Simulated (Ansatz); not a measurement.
C$_{2}$H$_{6}$SSi, SMILES `C[Si]SC`, relaxed with RKS PBE0-D4/def2-TZVP in Ansatz from a GFN2-xTB geometry. The force threshold is 0.005 eV/Å; the program also tests the step.

The species carries charge 0 and has multiplicity 1.

Start:

```xyz
10

C    -0.251    0.444   -2.095
Si   -0.642    1.190   -0.372
S     0.840    0.864    1.176
C     0.222   -0.639    2.023
H     0.676    0.862   -2.482
H    -1.050    0.676   -2.791
H    -0.144   -0.637   -2.039
H     0.941   -0.868    2.804
H     0.159   -1.462    1.318
H    -0.750   -0.430    2.459
```

```
         step  energy (eV)  largest force (eV/Å)  largest move (Å)
            1  -20875.5161                 1.147             0.000
            2  -20875.7766                 0.718             0.200
            3  -20875.8670                 0.807             0.131
            4  -20875.9746                 0.766             0.200
            5  -20876.0987                 1.048             0.194
            6  -20876.2604                 0.961             0.191
            7  -20876.4091                 0.770             0.198
            8  -20876.5172                 0.280             0.200
 9 (rejected)  -20876.4919                 0.572             0.200
           10  -20876.5430                 0.120             0.096
           11  -20876.5511                 0.160             0.100
           13  -20876.5583                 0.054             0.075
15 (rejected)  -20876.5605                 0.217             0.089
           17  -20876.5642                 0.063             0.055
19 (rejected)  -20876.5634                 0.146             0.037
           21  -20876.5660                 0.030             0.041
           23  -20876.5670                 0.041             0.010
           25  -20876.5684                 0.045             0.050
           27  -20876.5689                 0.043             0.014
           29  -20876.5692                 0.010             0.025
           31  -20876.5693                 0.011             0.030
           33  -20876.5693                 0.027             0.005
           35  -20876.5694                 0.005             0.010
           37  -20876.5694                 0.011             0.003
           39  -20876.5694                 0.004             0.016
```

End:

```xyz
10

C    -0.220    0.591   -2.186
Si   -1.002    0.174   -0.503
S     0.806   -0.161    0.529
C     0.261   -0.594    2.202
H     0.871    0.608   -2.227
H    -0.603    1.564   -2.514
H    -0.587   -0.137   -2.920
H     0.681    0.121    2.909
H     0.621   -1.593    2.446
H    -0.828   -0.572    2.263
```

Run time 87 s (2 threads of an AMD EPYC 7R13 on a shared host and a share of an NVIDIA H100 80 GB); peak host memory 0.85 GiB.
